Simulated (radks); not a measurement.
Q: Species: Sr3+. Configuration: [Ar] 3d10 4s2 4p5. Method: scalar-relativistic Kohn-Sham, PBEsol, spin-unpolarised, spherical densities, point nucleus; computed with a radial shooting solver on a logarithmic mesh with Libxc functionals. Some entries of the table are withheld. Estimate them.

orbital,occ.,eigenvalue (hartree),<1/r> (bohr^-1)
1s,2,-586.4178,38.98
2s,2,-80.37881,8.698
2p,6,-71.56408,8.494
3s,2,(1),2.917
3p,6,-10.51609,2.763
3d,10,-5.81561,2.510
4s,2,-2.53642,1.015
4p,5,-1.84363,(2)

A: 
(1) 3s eigenvalue (hartree): -13.36062
(2) 4p <1/r> (bohr^-1): 0.8893
